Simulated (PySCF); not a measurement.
Species: cyanuric acid, C3H3N3O3.
Geometry (PBE0-D3(BJ)/def2-SVP, Å), atoms numbered from 1 in this order:
```
atom  x, y, z in Å
O1    -0.5272    2.5583   -0.2083
C2    -0.2168    1.3973   -0.1984
N3     1.0955    0.9562   -0.1839
C4     1.5339   -0.3570   -0.1736
O5     2.6944   -0.6696   -0.1638
N6     0.4961   -1.2730   -0.1748
C7    -0.8601   -0.9956   -0.1878
O8    -1.7108   -1.8445   -0.1884
N9    -1.1347    0.3612   -0.2014
H10    1.8136    1.6727   -0.1863
H11    0.7572   -2.2532   -0.1643
H12   -2.1144    0.6242   -0.2092
```

Computed at PBE0/pcSseg-1 (PySCF, non-relativistic), with Q(17O) = −0.0256 b, Q(14N) = 0.02044 b: O1, 17O (I = 5/2): χzz = 9.095 MHz, η = 0.150; N3, 14N (I = 1): χzz = -4.320 MHz, η = 0.148.

Q: Where would the pure quadrupole (NQR) lines of 17O at O1 fall for the rigid, isolated species?

A: From the eigenvalues of H = χ/[4I(2I − 1)] × [3Iz² − I(I + 1) + η(Ix² − Iy²)], steps between neighbouring levels, labelled as for η = 0: ±1/2↔±3/2 1.397 MHz, ±3/2↔±5/2 2.716 MHz (carbonyl oxygen).

Q: Where would the pure quadrupole (NQR) lines of 14N at N3 fall for the rigid, isolated species?

A: From ν± = (3/4)|χ|(1 ± η/3) and ν0 = |χ|η/2: ν+ 3.399 MHz, ν− 3.080 MHz, ν0 0.319 MHz (ring nitrogen).

In a crystal, neighbours and librations shift these lines. These gradients aren't converged with respect to the basis.
